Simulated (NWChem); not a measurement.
Species: CH$_{4}$BClO$_{2}$; SMILES COB(O)Cl

```xyz
9

B      0.2046     0.0570    -0.0001
Cl    -0.3426     1.7509     0.0001
O      1.5281    -0.2334    -0.0001
H      2.0817     0.5529    -0.0003
O     -0.7366    -0.8978    -0.0005
C     -0.4240    -2.2708     0.0003
H     -0.8590    -2.7396     0.8963
H     -0.8716    -2.7429    -0.8876
H      0.6619    -2.4467    -0.0068
```
Atoms are numbered in this order, from 1.

All runs: NWChem. The geometry was optimised at PBE0/def2-SVP. Vertical excitations in the gas phase.

**Question.** Estimate the computed values for PBE/def2-SVP, full TDDFT. Quantities: lowest excitation, singlet (eV); lowest state with f > 0.02, singlet (eV); orbital gap (eV).

**Answer.** 
| Item | Value |
|---|---|
| lowest excitation, singlet (eV) | 7.69 |
| lowest state with f > 0.02, singlet (eV) | 7.92 |
| orbital gap (eV) | 7.48 |
